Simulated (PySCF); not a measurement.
Spinor energies of Hf⁺ (hafnium, charge +1)

Start: [Xe] 4f14 5d2 6s1; 5d5/2 filled at m_j = +3/2, +5/2; 6s1/2 filled at m_j = +1/2. Calculated with PySCF 2.14 in x2c-TZVPall-2c: generalised Hartree-Fock with the X2C-1e Hamiltonian and a Gaussian nucleus; spin-orbit coupling (SO) screened by Boettger's factors. This is a chosen level, not necessarily the ground level.

```json
{"spinor shell": "1s1/2", "electrons": "2", "ε, screened SO (eV)": "-65680.6", "weight of nominal j (screened SO)": "1.000", "rms radius, screened SO (bohr)": "0.0215"}
{"spinor shell": "2s1/2", "electrons": "2", "ε, screened SO (eV)": "-11373.4", "weight of nominal j (screened SO)": "1.000", "rms radius, screened SO (bohr)": "0.0869"}
{"spinor shell": "2p1/2", "electrons": "2", "ε, screened SO (eV)": "-10842.6", "weight of nominal j (screened SO)": "1.000", "rms radius, screened SO (bohr)": "0.0740"}
{"spinor shell": "2p3/2", "electrons": "4", "ε, screened SO (eV)": "-9645.3", "weight of nominal j (screened SO)": "1.000", "rms radius, screened SO (bohr)": "0.0812"}
{"spinor shell": "3s1/2", "electrons": "2", "ε, screened SO (eV)": "-2655.9", "weight of nominal j (screened SO)": "1.000", "rms radius, screened SO (bohr)": "0.222"}
{"spinor shell": "3p1/2", "electrons": "2", "ε, screened SO (eV)": "-2420.8", "weight of nominal j (screened SO)": "1.000", "rms radius, screened SO (bohr)": "0.214"}
{"spinor shell": "3p3/2", "electrons": "4", "ε, screened SO (eV)": "-2159.6", "weight of nominal j (screened SO)": "1.000", "rms radius, screened SO (bohr)": "0.228"}
{"spinor shell": "3d3/2", "electrons": "4", "ε, screened SO (eV)": "-1766.1", "weight of nominal j (screened SO)": "1.000", "rms radius, screened SO (bohr)": "0.202"}
{"spinor shell": "3d5/2", "electrons": "6", "ε, screened SO (eV)": "-1709.6", "weight of nominal j (screened SO)": "1.000", "rms radius, screened SO (bohr)": "0.206"}
{"spinor shell": "4s1/2", "electrons": "2", "ε, screened SO (eV)": "-570.94", "weight of nominal j (screened SO)": "1.000", "rms radius, screened SO (bohr)": "0.498"}
{"spinor shell": "4p1/2", "electrons": "2", "ε, screened SO (eV)": "-473.23", "weight of nominal j (screened SO)": "1.000", "rms radius, screened SO (bohr)": "0.508"}
{"spinor shell": "4p3/2", "electrons": "4", "ε, screened SO (eV)": "-412.92", "weight of nominal j (screened SO)": "1.000", "rms radius, screened SO (bohr)": "0.541"}
{"spinor shell": "4d3/2", "electrons": "4", "ε, screened SO (eV)": "-251.79", "weight of nominal j (screened SO)": "1.000", "rms radius, screened SO (bohr)": "0.571"}
{"spinor shell": "4d5/2", "electrons": "6", "ε, screened SO (eV)": "-240.51", "weight of nominal j (screened SO)": "1.000", "rms radius, screened SO (bohr)": "0.583"}
{"spinor shell": "5s1/2", "electrons": "2", "ε, screened SO (eV)": "-87.085", "weight of nominal j (screened SO)": "1.000", "rms radius, screened SO (bohr)": "1.23"}
{"spinor shell": "5p1/2", "electrons": "2", "ε, screened SO (eV)": "-56.154", "weight of nominal j (screened SO)": "0.988", "rms radius, screened SO (bohr)": "1.37"}
{"spinor shell": "5p3/2", "electrons": "4", "ε, screened SO (eV)": "-48.358", "weight of nominal j (screened SO)": "0.994", "rms radius, screened SO (bohr)": "1.48"}
{"spinor shell": "4f5/2", "electrons": "6", "ε, screened SO (eV)": "-38.865", "weight of nominal j (screened SO)": "0.994", "rms radius, screened SO (bohr)": "0.743"}
{"spinor shell": "4f7/2", "electrons": "8", "ε, screened SO (eV)": "-37.193", "weight of nominal j (screened SO)": "0.996", "rms radius, screened SO (bohr)": "0.750"}
{"spinor shell": "5d5/2", "electrons": "2", "ε, screened SO (eV)": "-14.180", "weight of nominal j (screened SO)": "0.862", "rms radius, screened SO (bohr)": "2.47"}
{"spinor shell": "6s1/2", "electrons": "1", "ε, screened SO (eV)": "-13.664", "weight of nominal j (screened SO)": "1.000", "rms radius, screened SO (bohr)": "3.50"}
```

```json
{"quantity": "E (hartree)", "screened SO": "-15082.54973"}
{"quantity": "M_J", "screened SO": "9/2"}
{"quantity": "⟨J²⟩", "screened SO": "24.760"}
{"quantity": "⟨L²⟩", "screened SO": "12.182"}
{"quantity": "⟨S²⟩", "screened SO": "3.849"}
```

Each row is a mean over spinors that exchange with the open shell spreads, by up to 4.354 eV (5p3/2).

Rows whose weight is well below 1 are mixtures of j = l ± 1/2: exchange outweighs spin-orbit coupling there, and the label is only the starting occupation.

Breit and QED terms are absent; they matter most for the inner s and p1/2 levels.

Densities and radii are taken from the X2C orbitals without a picture-change correction, which distorts them close to the nucleus.
